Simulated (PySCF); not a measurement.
## Electron correlation in Zn (zinc, neutral)

[Ar] 3d10 4s1 4p1, high-spin 3P determinant (an excited configuration). Calculation: PySCF 2.14, in x2c-TZVPPall; the spin-free X2C one-electron Hamiltonian (Gaussian nucleus). Frozen: [Ne]; 20 electrons correlated.

```
  level  correlation energy (mhartree)
   CCSD                        -717.79
    (T)                         -14.54
CCSD(T)                        -732.33
```

Diagnostics: T1 = 0.012, D1 = 0.0389, largest double amplitude 0.040.

Question: Is a single reference adequate?

Answer: Yes: T1 lies below 0.03 and no double amplitude reaches 0.07.

The basis was made for the ground configuration and has no added diffuse functions, which can raise the energy of the promoted electron.

This basis was not built for core-valence correlation, so the inner-shell part is incomplete.
